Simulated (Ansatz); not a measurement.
C$_{6}$H$_{19}$N$_{4}$V (`C[N](C)[V](=[NH])([N](C)C)[N](C)C`) at its PBE0-D4/def2-TZVP geometry, where that method's forces vanish. Total charge 0; spin multiplicity 1.

```xyz
30

C    -0.5849    2.3681    0.2439
N    -0.6999    1.3952   -0.8149
C    -1.4481    1.9011   -1.9360
V    -0.0553   -0.3212   -0.5621
N    -0.1654   -1.0764   -2.0079
N     1.6822   -0.1412    0.0886
C     2.6302    0.6688   -0.6351
C     2.3268   -1.0349    1.0150
N    -0.9888   -1.3277    0.6598
C    -1.2423   -0.7623    1.9622
C    -1.6947   -2.5651    0.4530
H    -1.5600    2.6066    0.6937
H    -0.1645    3.3095   -0.1396
H     0.0809    2.0113    1.0321
H    -0.9692    2.7985   -2.3559
H    -2.4677    2.1902   -1.6396
H    -1.5167    1.1435   -2.7138
H     0.2209   -1.4830   -2.8516
H     3.3196    0.0567   -1.2365
H     2.1155    1.3566   -1.3082
H     3.2425    1.2658    0.0575
H     3.0145   -1.7281    0.5064
H     2.9216   -0.4722    1.7503
H     1.5889   -1.6295    1.5539
H    -0.9286   -1.4547    2.7565
H    -2.3104   -0.5500    2.1116
H    -0.6894    0.1689    2.1040
H    -1.5113   -2.9359   -0.5529
H    -2.7781   -2.4327    0.5891
H    -1.3681   -3.3261    1.1764
```

(1) What forces (eV/Å) does ωB97M-V/def2-TZVPP give on these atoms in Ansatz? (Best estimate.)

Results:

(1) Computed: 
```
C1   0.026  0.267  0.247
N2   0.137 -0.296  0.027
C3  -0.200  0.148 -0.282
V4  -0.081 -0.119 -0.164
N5   0.025  0.078  0.140
N6  -0.294  0.042 -0.026
C7   0.260  0.195 -0.158
C8   0.191 -0.222  0.226
N9   0.207  0.155 -0.233
C10 -0.070  0.111  0.337
C11 -0.194 -0.324 -0.036
H12  0.075 -0.026 -0.036
H13 -0.031 -0.076  0.026
H14 -0.044  0.031 -0.044
H15 -0.033 -0.078  0.036
H16  0.084 -0.029 -0.022
H17 -0.004  0.067  0.049
H18 -0.001  0.007  0.023
H19 -0.058  0.044  0.045
H20  0.039 -0.037  0.039
H21 -0.053 -0.049 -0.054
H22 -0.057  0.054  0.036
H23 -0.054 -0.042 -0.062
H24  0.049  0.033 -0.025
H25 -0.020  0.054 -0.065
H26  0.084 -0.015 -0.019
H27 -0.029 -0.050 -0.006
H28 -0.023  0.015  0.079
H29  0.089 -0.005 -0.015
H30 -0.020  0.066 -0.062
```
